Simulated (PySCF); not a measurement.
Species: C2H9PSi2.
SMILES: `[SiH3]/C=C\[SiH2]P`

Jobs on this species (14 atoms, 64 electrons) with PySCF (density fitting). Hardware of each: Arm Neoverse V1, one thread, shared host. Times come from a shared host and carry two figures at best. Peak memory is the resident size of the whole Python process, interpreter and libraries included.

| level and settings | work | basis functions | SCF cycles | wall time | peak memory |
| --- | --- | --- | --- | --- | --- |
| delta-SCF UKS SCAN, pcX-2 on the ionised atom, pcseg-1 elsewhere, spin-free X2C | ΔSCF core ionisation, 8 holes | 169 | ? | ? | ? |
| delta-SCF UKS SCAN, pcX-1 on the ionised atom, pcseg-1 elsewhere, spin-free X2C | ΔSCF core ionisation, 8 holes | 149 | ? | ? | ? |
| delta-SCF UKS B3LYP, pcX-2 on the ionised atom, pcseg-1 elsewhere, spin-free X2C | ΔSCF core ionisation, 8 holes | 169 | ? | ? | ? |
| PBE0-D3(BJ)/def2-SVP, grid level 1 | geometry optimisation from a GFN2-xTB start shaken at random | 127 | 51 | 66 s | 0.50 GiB |
| delta-SCF UKS PBE, pcX-2 on the ionised atom, pcseg-1 elsewhere, spin-free X2C | ΔSCF core ionisation, 8 holes | 169 | 119 | 39 s | 0.58 GiB |
| delta-SCF UKS SCAN, pcX-2 on the ionised atom, pcseg-1 elsewhere, non-relativistic | ΔSCF core ionisation, 8 holes | 169 | 122 | 63 s | 0.59 GiB |
| delta-SCF UKS PBE0, pcX-2 on the ionised atom, pcseg-1 elsewhere, spin-free X2C | ΔSCF core ionisation, 8 holes | 169 | 106 | 79 s | 0.74 GiB |
| delta-SCF UKS SCAN, def2-TZVP on the ionised atom, pcseg-1 elsewhere, spin-free X2C | ΔSCF core ionisation, 8 holes | 146 | 121 | 61 s | 0.59 GiB |
| delta-SCF UKS HF, pcX-2 on the ionised atom, pcseg-1 elsewhere, spin-free X2C | ΔSCF core ionisation, 8 holes | 169 | 131 | 62 s | 0.69 GiB |

Question: Fill in the missing figures.

Answer: 
- delta-SCF UKS SCAN, pcX-2 on the ionised atom, pcseg-1 elsewhere, spin-free X2C; ΔSCF core ionisation, 8 holes: 73 s, 0.68 GiB, 123 SCF cycles
- delta-SCF UKS SCAN, pcX-1 on the ionised atom, pcseg-1 elsewhere, spin-free X2C; ΔSCF core ionisation, 8 holes: 55 s, 0.59 GiB, 124 SCF cycles
- delta-SCF UKS B3LYP, pcX-2 on the ionised atom, pcseg-1 elsewhere, spin-free X2C; ΔSCF core ionisation, 8 holes: 91 s, 0.74 GiB, 107 SCF cycles

Question: What do all jobs in the table cost together?

Answer: About 9.8 min; the longest takes about 15 % of that, and about 2.3 times as long as the shortest.
